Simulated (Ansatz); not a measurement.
Molecule: RuF₃ (charge 0, quartet). The spin state was set by rule; other spins were not relaxed. SMILES: [F][Ru]([F])[F]
Geometry: optimised at B3LYP-D3(BJ)/def2-TZVP (Ansatz, a first-principles code).

Quantity: atomisation energy (electronic, to ground-state atoms), in kcal/mol. Correlated levels leave the core frozen unless marked. Open shells are spin-unrestricted. Spin-orbit coupling is left out. The frozen core is the preceding noble-gas configuration, with the filled d and f shells of earlier blocks. Past Kr the def2 sets carry scalar-relativistic core potentials. STO-3G rows are all-electron and non-relativistic. The coupled-cluster limit lacks core correlation, which all-electron functionals hold. Basis-set limits of correlation are two-point, X^-3; Hartree-Fock from the larger set. [CCSD(T)-MP2]/basis is that difference in the basis named. The program attaches cautions to a run behind PBE-D4/def2-TZVPD: asymmetric forces. The program attaches cautions to a run behind revPBE-D3(BJ)/def2-TZVPD: asymmetric forces. The program attaches cautions to a run behind B97M-V/def2-TZVPD: asymmetric forces. The program attaches cautions to a run behind r2SCANh-D4/def2-TZVPD: asymmetric forces.

```csv
level,program,atomisation energy (kcal/mol),minus last row
PBE-D4/def2-TZVPD,Ansatz + dftd4,325.6,31.3
BLYP-D4/def2-TZVPD,Ansatz + dftd4,319.5,25.2
revPBE-D3(BJ)/def2-TZVPD,Ansatz + dftd3,307.2,12.9
B97M-V/def2-TZVPD,Ansatz,300.4,6.1
PBE0-D3(BJ)/def2-TZVPD,Ansatz + dftd3,289.7,-4.6
PBE0/def2-QZVPP,Ansatz,293.5,-0.8
BHLYP/def2-TZVPD,Ansatz,256.9,-37.4
r2SCANh-D4/def2-TZVPD,Ansatz + dftd4,297.9,3.6
r2SCAN0-D4/def2-TZVPD,Ansatz + dftd4,279.5,-14.8
HSE06/def2-TZVPD,Ansatz,288.9,-5.4
CAM-B3LYP-D3(BJ)/def2-TZVPD,Ansatz + dftd3,300.7,6.4
LC-wPBE/def2-TZVPD,Ansatz,301.6,7.3
wB97X/def2-TZVPD,Ansatz,306.9,12.6
B2PLYP-D4/def2-TZVPD,Ansatz + dftd4,297.5,3.2
MP2/STO-3G,Ansatz,156.7,-137.6
RI-MP2/def2-TZVPP,Ansatz,295.5,1.2
RI-MP2/def2-QZVPP,Ansatz,304.8,10.5
SCS-MP2/def2-SVP,Ansatz,271.3,-23.0
SCS-MP2/def2-SVPD,Ansatz,288.2,-6.1
CCSD(T)/STO-3G,Ansatz,187.9,-106.4
"RI-MP2/CBS(def2-TZVPPD,def2-QZVPPD)+[CCSD(T)-MP2]/def2-SVPD",Ansatz,294.3,0.0
```
